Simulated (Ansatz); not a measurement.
Born–Oppenheimer molecular dynamics of C₂H₇ClOSi (12 atoms, charge 0, multiplicity 1). It goes on from the last frame of an earlier run, with new velocities.

The calculation used RKS PBE/STO-3G in Ansatz.

```
ensemble             : NVT, Langevin thermostat
time step            : 0.5 fs
steps asked          : 100
set temperature      : 700 K
friction             : 0.005 /fs
temperature schedule : 25 steps to 700 K, then 75 steps to 1400 K
seed                 : 335058
```

First frame:

```xyz
12
Properties=species:S:1:pos:R:3
Si 0.044 0.017 -0.032
O 0.098 -0.493 1.579
H -0.835 -0.216 1.971
C 1.793 -0.053 -0.670
H 2.507 -0.796 -0.367
H 1.884 -0.014 -1.806
H 2.444 0.883 -0.363
C -0.598 1.800 -0.338
H -1.430 2.225 0.268
H 0.334 2.330 -0.458
H -1.045 1.857 -1.410
Cl -1.013 -1.617 -1.012
```

Question: How far do the bonds stretch over the last three quarters of this one trajectory? (Pairs bonded in most of those frames.)

Answer: 
```csv
bond,mean (Å),spread (Å),shortest,longest
Si1–O2,1.751,0.033,1.68,1.80
Si1–C4,1.905,0.039,1.85,1.96
Si1–C8,1.922,0.011,1.90,1.94
Si1–Cl12,2.109,0.039,2.07,2.19
O2–H3,1.041,0.023,1.00,1.09
C4–H5,1.109,0.031,1.05,1.16
C4–H6,1.109,0.036,1.05,1.17
C4–H7,1.114,0.039,1.04,1.18
C8–H9,1.120,0.065,1.02,1.22
C8–H10,1.116,0.036,1.05,1.20
C8–H11,1.107,0.027,1.06,1.16
```

Mean temperature of the second half: 891 K. The schedule's set-point averaged 1167 K over the second half and the system 891 K, so it lags behind the ramp. A run of 0.05 ps of so small a system gives no equilibrium averages. Limits of this set-up: minimal basis.

Time of the run: 8.1 min on 1 thread of AMD EPYC 7R43 64-Core Processor (Zen 3), with other jobs on the host, peak memory 0.11 GiB.
